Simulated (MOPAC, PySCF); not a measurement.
H5BO3Si, SMILES `OB(O)[SiH2]O`, neutral singlet in the gas phase. 

Cartesian coordinates (Å):
```xyz
10

O     -1.4629     0.2451    -1.6556
Si    -1.2171    -0.0341    -0.0452
B      0.7849    -0.0319     0.3230
O      1.4141    -0.2763     1.5088
O      1.5634     0.2495    -0.7592
H     -0.6593     0.4044    -2.1551
H     -1.8391    -1.3355     0.3352
H     -1.9155     1.0074     0.7640
H      0.8254    -0.4730     2.2392
H      2.5061     0.2443    -0.5549
```
Charge 0, spin multiplicity 1.

All levels are single points at this geometry (PBE0-D4/def2-TZVP); Pople sets use spherical d functions. Orbital energies aren't observables, and empty levels follow the basis.

PBE0-D4/def2-TZVP in PySCF gives HOMO (eV) = -8.05.

### Question
Estimate the HOMO (eV) from each of these levels: B3LYP-D3(BJ)/def2-TZVP in PySCF; PBE-D3(BJ)/def2-TZVP in PySCF; B3LYP/6-311+G** in PySCF; B3LYP/LANL2DZ in PySCF; BP86/6-31G* in PySCF; M06-2X/6-31G* in PySCF; PBE/6-31G* in PySCF; SVWN5/6-31G* in PySCF; HF/3-21G in PySCF; HF/6-31G* in PySCF; HF/STO-3G in PySCF; PM7 in MOPAC.

### Answer

| level | HOMO (eV) |
|---|---|
| B3LYP-D3(BJ)/def2-TZVP in PySCF | -7.86 |
| PBE-D3(BJ)/def2-TZVP in PySCF | -6.69 |
| B3LYP/6-311+G** in PySCF | -7.96 |
| B3LYP/LANL2DZ in PySCF | -7.88 |
| BP86/6-31G* in PySCF | -6.46 |
| M06-2X/6-31G* in PySCF | -9.04 |
| PBE/6-31G* in PySCF | -6.34 |
| SVWN5/6-31G* in PySCF | -6.41 |
| HF/3-21G in PySCF | -11.11 |
| HF/6-31G* in PySCF | -11.20 |
| HF/STO-3G in PySCF | -8.22 |
| PM7 in MOPAC | -10.21 |
